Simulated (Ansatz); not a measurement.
Total energies of the cluster Al2Ga from Ansatz at PBE0-D4/def2-TZVP, gas phase (1 Eh = 27.2114 eV = 2625.5 kJ/mol). The reference geometry is relaxed at B3LYP-D4/def2-TZVP.

```xyz
3

Al    0.850   -0.358    1.149
Al   -0.021   -0.824   -1.221
Ga   -0.829    1.182    0.072
```

```csv
state,geometry,energy (Eh)
charge 0 doublet,reference,-2409.18938
charge 1 triplet,reference,-2408.95056
charge 0 quartet,relaxed at B3LYP-D4/def2-TZVP,-2409.18646
free Al atom (doublet),–,-242.24894
free Ga atom (doublet),–,-1924.55212
```

Work out the vertical ionisation energy to the triplet.

E(charge 1 triplet) − E(charge 0 doublet) = -2408.95056 − (-2409.18938) = 0.23882 Eh = 6.50 eV. For comparison, −ε of the highest occupied level of the spin that leaves is 4.87 eV at this level, 1.63 eV less.

Which of the charge 0 states is lowest, and how far above it are the others?

The doublet, but by less than the method's error, so the order isn't settled. quartet: -2409.18646 − (-2409.18938) = 0.00292 Eh = 7.7 kJ/mol. The quartet differs in its bonds from the reference.

What is the binding energy per atom against free atoms?

Atoms: 2 × (-242.24894) + 1 × (-1924.55212) = -2409.05000 Eh. Binding: -2409.05000 − (-2409.18938) = 0.13938 Eh = 3.79 eV, or 1.26 eV for each of 3 atoms (no zero-point energy, no counterpoise term).

The structure comes from a short search, and lower isomers may exist.
